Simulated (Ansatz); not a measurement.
Program: Ansatz. Geometries: PBE0-D4/def2-TZVP. ΔE: electronic, gas phase. CBS: MP2 limit from def2 TZ/QZ plus the TZ coupled-cluster correction, frozen cores. This one scheme is used for every species. DFT in def2-TZVPP. Each species was taken in one conformer, which may not be the lowest.

`C[Si]SC` → `CC([SiH3])=S`  (isomerisation)

| level | ΔE (kcal/mol) |
| --- | --- |
| PBE-D4 | 19.4 |
| PBE0-D4 | 19.6 |
| r2SCAN | 17.0 |
| CCSD(T)/def2-TZVPP | 15.4 |

Question: What does CCSD(T)/CBS give? (Best estimate.)

Answer: Ansatz gave: +16.4 kcal/mol. The listed levels differ from it by 3.0, 3.2, 0.6, -1.0 kcal/mol.

Largest T1 diagnostic among the species: 0.016.

In def2-TZVPP, CCSD(T) changes the Hartree–Fock value by +1.8 kcal/mol (the triples alone add −0.6 kcal/mol) and MP2 by +1.3 kcal/mol.
